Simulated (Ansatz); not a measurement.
Total energies of C2H7AlSSi (`[AlH2][C@H]1C[Si@@H]1S`).

```xyz
12

Al   -0.7361    2.0664    0.2438
C     0.5741    0.6733    0.1713
C     0.6702   -0.5646    1.0845
Si   -0.2738   -0.8776   -0.4562
S     0.6149   -1.8251   -2.1275
H    -0.6434    3.2595   -0.7977
H    -1.9471    1.9377    1.2651
H     1.4761    0.8835   -0.4028
H     1.6555   -1.0116    1.1725
H     0.1361   -0.5178    2.0294
H    -1.7500   -0.9570   -0.3936
H     0.2236   -3.0668   -1.7888
```

Total charge 0; spin multiplicity 1. The structure was optimised at the PBE0-D4/def2-TZVP level. It is one conformer, not always the lowest. Basis def2-TZVPP, the Gaussian-basis code of Ansatz.

RPA on PBE orbitals: Hartree–Fock energy of these orbitals -1008.16809 Eh, correlation -1.26166 Eh (frozen core).

```csv
functional,energy without D4 (Eh),D4 term (kJ/mol)
LDA (SPW92),-1006.23398,–
PBE,-1010.00694,-30.9
revPBE,-1010.36959,-83.7
BLYP,-1010.52419,-66.3
r2SCAN,-1010.45153,-7.5
B97M-V,-1010.36111,–
PBE0,-1010.10612,-26.4
B3LYP,-1010.64398,-50.1
r2SCANh,-1010.44321,-8.2
r2SCAN0,-1010.43187,-9.1
HSE06 (plane-wave form),-1010.08096,-24.9
BHLYP,-1010.52371,-41.5
CAM-B3LYP,-1010.54815,-27.3
LC-ωPBE,-1010.23892,–
ωB97X-V,-1010.41292,–
ωB97M-V,-1010.47332,–
B2PLYP,-1010.13559,–
PBE-QIDH,-1009.83539,–
```

B3LYP takes the VWN-RPA correlation (the form of Gaussian; ORCA's B3LYP/G). HSE06 is the plane-wave form, built on full-range PBE exchange. The double hybrids freeze the cores in their second-order part.

LC-ωPBE has ω = 0.4 bohr⁻¹.
